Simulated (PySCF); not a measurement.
PySCF input for Al(F)(OMe)(NH2) (CH5AlFNO), SMILES C[O][Al]([NH2])[F], TDA-ωB97X/def2-SVPD. Geometry: r2SCAN-D4/def2-SVP. The structure was generated by enumeration; whether it is a known compound was not checked. Other conformers were not sampled.

```python
import numpy as np
from pyscf import gto, scf, dft, tdscf

mol = gto.M(
    atom='''
    Al   -0.04225980   -0.50109051    0.00000000
    F    -1.68731007   -0.75534941   -0.00000000
    O     0.58261301    1.06391096   -0.00000000
    C     0.14936158    2.39025148    0.00000000
    H     0.53008686    2.92347945    0.89034041
    H    -0.95345788    2.48271988   -0.00000000
    H     0.53008687    2.92347944   -0.89034041
    N     1.03938510   -1.88430477    0.00000000
    H     0.74384273   -2.85423485   -0.00000000
    H     2.05184012   -1.82578577    0.00000000
    ''',
    basis='def2-SVPD',
    charge=0,
    spin=0,
    symmetry=True,
    max_memory=1600,
    verbose=4,
)
mf = dft.RKS(mol, xc='wb97x').density_fit(auxbasis='def2-universal-jkfit')
mf.grids.level = 3
mf.conv_tol = 1e-9
mf.max_cycle = 100
mf.kernel()
mf.grids = dft.Grids(mol).set(level=1).build(with_non0tab=True)  # coarser grid for the response kernel
td = tdscf.TDA(mf)
td.singlet = True
td.nstates = 10
td.conv_tol = 1e-4
td.positive_eig_threshold = 1e-6
td.kernel(x0=td.get_init_guess(mf, 15))
td.analyze()
tt = tdscf.TDA(mf)
tt.singlet = False
tt.nstates = 4
tt.conv_tol = 1e-4
tt.positive_eig_threshold = 1e-6
tt.kernel(x0=tt.get_init_guess(mf, 9))
tt.analyze(verbose=3)
```

Program output:

```
PySCF version 2.14.0

[INPUT] verbose = 4
[INPUT] num. atoms = 10
[INPUT] num. electrons = 48
[INPUT] charge = 0
[INPUT] spin (= nelec alpha-beta = 2S) = 0
[INPUT] symmetry True subgroup None
[INPUT] Mole.unit = angstrom
[INPUT] Symbol           X                Y                Z      unit          X                Y                Z       unit  Magmom
[INPUT]  1 Al    -0.042259800000  -0.501090510000   0.000000000000 AA   -0.079859448079  -0.946923827519   0.000000000000 Bohr   0.0
[INPUT]  2 F     -1.687310070000  -0.755349410000   0.000000000000 AA   -3.188553919521  -1.427403513252   0.000000000000 Bohr   0.0
[INPUT]  3 O      0.582613010000   1.063910960000   0.000000000000 AA    1.100979025508   2.010500335323   0.000000000000 Bohr   0.0
[INPUT]  4 C      0.149361580000   2.390251480000   0.000000000000 AA    0.282252479732   4.516920666036   0.000000000000 Bohr   0.0
[INPUT]  5 H      0.530086860000   2.923479450000   0.890340410000 AA    1.001718987631   5.524575491294   1.682499532533 Bohr   0.0
[INPUT]  6 H     -0.953457880000   2.482719880000   0.000000000000 AA   -1.801774264508   4.691660617213   0.000000000000 Bohr   0.0
[INPUT]  7 H      0.530086870000   2.923479440000  -0.890340410000 AA    1.001719006528   5.524575472397  -1.682499532533 Bohr   0.0
[INPUT]  8 N      1.039385100000  -1.884304770000   0.000000000000 AA    1.964153176954  -3.560819950512   0.000000000000 Bohr   0.0
[INPUT]  9 H      0.743842730000  -2.854234850000   0.000000000000 AA    1.405659039449  -5.393722161689   0.000000000000 Bohr   0.0
[INPUT] 10 H      2.051840120000  -1.825785770000   0.000000000000 AA    3.877415878195  -3.450235067428   0.000000000000 Bohr   0.0

nuclear repulsion = 224.688943214031
point group symmetry = Cs
symmetry origin: [-2.75585055e-09  0.00000000e+00  0.00000000e+00]
symmetry axis x: [ 1.00000000e+00  2.90950322e-10 -2.18719431e-10]
symmetry axis y: [ 2.90950322e-10 -1.00000000e+00 -8.11314628e-11]
symmetry axis z: [ 2.18719431e-10 -8.11314509e-11  1.00000000e+00]
num. orbitals of irrep A' = 103
num. orbitals of irrep A" = 47
number of shells = 64
number of NR pGTOs = 218
number of NR cGTOs = 150
basis = def2-SVPD
ecp = {}


[settings echo left out]
init E= -513.274124842405
HOMO (A") = -0.334134394917944  LUMO (A') = -0.0717486393938374  gap/eV = 7.13988
cycle= 1 E= -513.049292057985  delta_E= 0.225  |g|= 0.866  |ddm|= 4.17
HOMO (A") = -0.27362704860947  LUMO (A') = 0.0520639570339716  gap/eV = 8.86250
cycle= 2 E= -513.035398362731  delta_E= 0.0139  |g|= 0.976  |ddm|= 2.08
HOMO (A") = -0.37192117869531  LUMO (A') = 0.0396312430073604  gap/eV = 11.19891
cycle= 3 E= -513.195643148117  delta_E= -0.16  |g|= 0.0529  |ddm|= 0.933
HOMO (A") = -0.377571724690531  LUMO (A') = 0.0405823286297675  gap/eV = 11.37855
cycle= 4 E= -513.196315417269  delta_E= -0.000672  |g|= 0.0342  |ddm|= 0.13
HOMO (A") = -0.372013477731993  LUMO (A') = 0.0411358006583424  gap/eV = 11.24236
cycle= 5 E= -513.196596326428  delta_E= -0.000281  |g|= 0.00748  |ddm|= 0.0416
HOMO (A") = -0.372903145260247  LUMO (A') = 0.0408795052653663  gap/eV = 11.25960
cycle= 6 E= -513.196614075068  delta_E= -1.77e-05  |g|= 0.00204  |ddm|= 0.0133
HOMO (A") = -0.37306442120714  LUMO (A') = 0.0408180666987183  gap/eV = 11.26232
cycle= 7 E= -513.19661545828  delta_E= -1.38e-06  |g|= 0.00103  |ddm|= 0.00494
HOMO (A") = -0.372979326811398  LUMO (A') = 0.0408101482864267  gap/eV = 11.25979
cycle= 8 E= -513.196615755527  delta_E= -2.97e-07  |g|= 0.000286  |ddm|= 0.00177
HOMO (A") = -0.373014184701679  LUMO (A') = 0.0407999458473629  gap/eV = 11.26046
cycle= 9 E= -513.196615783623  delta_E= -2.81e-08  |g|= 8.24e-05  |ddm|= 0.000873
HOMO (A") = -0.373009516404982  LUMO (A') = 0.0407972270050565  gap/eV = 11.26026
cycle= 10 E= -513.196615787234  delta_E= -3.61e-09  |g|= 1.55e-05  |ddm|= 0.000432
HOMO (A") = -0.373010542025268  LUMO (A') = 0.0407964918308332  gap/eV = 11.26026
cycle= 11 E= -513.19661578742  delta_E= -1.86e-10  |g|= 6.67e-06  |ddm|= 0.000118
HOMO (A") = -0.3730095292294  LUMO (A') = 0.0407965571939934  gap/eV = 11.26024
Extra cycle  E= -513.196615787424  delta_E= -3.41e-12  |g|= 6.74e-06  |ddm|= 1.77e-05
converged SCF energy = -513.196615787424
tot grids = 39496
Overwritten attributes  positive_eig_threshold  of <class 'pyscf.tdscf.rks.TDA'>


******** <class 'pyscf.tdscf.rks.TDA'> for <class 'pyscf.df.df_jk.DFSymAdaptedRKS'> ********
nstates = 10 singlet
deg_eia_thresh = 1.000e-03
wfnsym = None
conv_tol = 0.0001
eigh lindep = 1e-12
eigh level_shift = 0
eigh max_cycle = 100


Excitation energies (eV)
[6.21612444 7.19482568 7.26003737 8.13746748 8.26039041 8.51949781
 8.78791921 8.86211978 8.88784125 9.00202953]

** Singlet excitation energies and oscillator strengths **
Excited State   1:   A"      6.21612 eV    199.46 nm  f=0.0547
      24 -> 25       -0.65926
      24 -> 27       -0.12353
      24 -> 30        0.12100
Excited State   2:   A"      7.19483 eV    172.32 nm  f=0.0595
      23 -> 25        0.62317
      23 -> 28       -0.17613
      23 -> 30       -0.10256
      24 -> 27       -0.12183
      24 -> 28       -0.14454
Excited State   3:   A'      7.26004 eV    170.78 nm  f=0.0099
      22 -> 25        0.63093
      22 -> 28       -0.22220
      22 -> 29       -0.11640
      22 -> 30       -0.10269
Excited State   4:   A"      8.13747 eV    152.36 nm  f=0.0003
      23 -> 25        0.11727
      23 -> 28       -0.19476
      24 -> 27        0.24592
      24 -> 28        0.56624
      24 -> 29       -0.10147
      24 -> 31        0.11150
Excited State   5:   A'      8.26039 eV    150.09 nm  f=0.1635
      24 -> 26        0.67530
Excited State   6:   A"      8.51950 eV    145.53 nm  f=0.0050
      22 -> 26        0.68227
Excited State   7:   A"      8.78792 eV    141.08 nm  f=0.0010
      23 -> 31       -0.10544
      24 -> 29       -0.56082
      24 -> 30        0.21966
      24 -> 31        0.23605
      24 -> 35       -0.10944
Excited State   8:   A"      8.86212 eV    139.90 nm  f=0.0358
      23 -> 27       -0.46635
      23 -> 28        0.16921
      24 -> 27       -0.35092
      24 -> 28        0.17282
      24 -> 29        0.10145
      24 -> 35       -0.11709
      24 -> 37        0.15998
Excited State   9:   A'      8.88784 eV    139.50 nm  f=0.0458
      22 -> 29        0.13732
      23 -> 26       -0.65423
Excited State  10:   A"      9.00203 eV    137.73 nm  f=0.0161
      23 -> 27       -0.19779
      23 -> 28        0.12775
      23 -> 37        0.11366
      24 -> 29       -0.21501
      24 -> 31       -0.28052
      24 -> 32        0.13312
      24 -> 35        0.38635
      24 -> 37       -0.26358
      24 -> 39       -0.12061

** Transition electric dipole moments (AU) **
state          X           Y           Z        Dip. S.      Osc.
  1         0.0000      0.0000     -0.5992      0.3591      0.0547
  2        -0.0000     -0.0000     -0.5812      0.3377      0.0595
  3        -0.2059     -0.1158     -0.0000      0.0558      0.0099
  4        -0.0000      0.0000      0.0373      0.0014      0.0003
  5         0.3633     -0.8222      0.0000      0.8079      0.1635
  6         0.0000     -0.0000     -0.1547      0.0239      0.0050
  7        -0.0000     -0.0000      0.0672      0.0045      0.0010
  8         0.0000     -0.0000      0.4059      0.1648      0.0358
  9         0.3477      0.2987      0.0000      0.2101      0.0458
 10         0.0000      0.0000      0.2700      0.0729      0.0161

** Transition velocity dipole moments (imaginary part, AU) **
state          X           Y           Z        Dip. S.      Osc.
  1         0.0000      0.0000     -0.1209      0.0146      0.0427
  2         0.0000     -0.0000     -0.1150      0.0132      0.0333
  3        -0.0591     -0.0392     -0.0000      0.0050      0.0126
  4         0.0000     -0.0000      0.0538      0.0029      0.0064
  5         0.0764     -0.1903      0.0000      0.0420      0.0923
  6        -0.0000      0.0000     -0.0182      0.0003      0.0007
  7        -0.0000     -0.0000      0.0135      0.0002      0.0004
  8         0.0000     -0.0000      0.1486      0.0221      0.0452
  9         0.0581      0.1005      0.0000      0.0135      0.0275
 10         0.0000      0.0000      0.0719      0.0052      0.0104

** Transition magnetic dipole moments (imaginary part, AU) **
state          X           Y           Z
  1        -0.7893     -0.4160      0.0000
  2        -0.4611     -0.4968      0.0000
  3        -0.0000      0.0000      0.3169
  4        -0.0049     -0.1157      0.0000
  5        -0.0000     -0.0000      0.0136
  6         0.1838     -0.3332     -0.0000
  7         0.0044     -0.0534      0.0000
  8        -1.1088      0.1291      0.0000
  9        -0.0000     -0.0000     -0.2884
 10        -0.2313     -0.2328      0.0000


******** <class 'pyscf.tdscf.rks.TDA'> for <class 'pyscf.df.df_jk.DFSymAdaptedRKS'> ********
nstates = 4 triplet
deg_eia_thresh = 1.000e-03
wfnsym = None
conv_tol = 0.0001
eigh lindep = 1e-12
eigh level_shift = 0
eigh max_cycle = 100


Excitation energies (eV)
[5.95532397 6.9676668  7.01710748 7.25518764]

** Triplet excitation energies and oscillator strengths **
Excited State   1:   A"      5.95532 eV    208.19 nm  f=0.0000
Excited State   2:   A"      6.96767 eV    177.94 nm  f=0.0000
Excited State   3:   A'      7.01711 eV    176.69 nm  f=0.0000
Excited State   4:   A'      7.25519 eV    170.89 nm  f=0.0000
```

The calculation finished and met its thresholds.
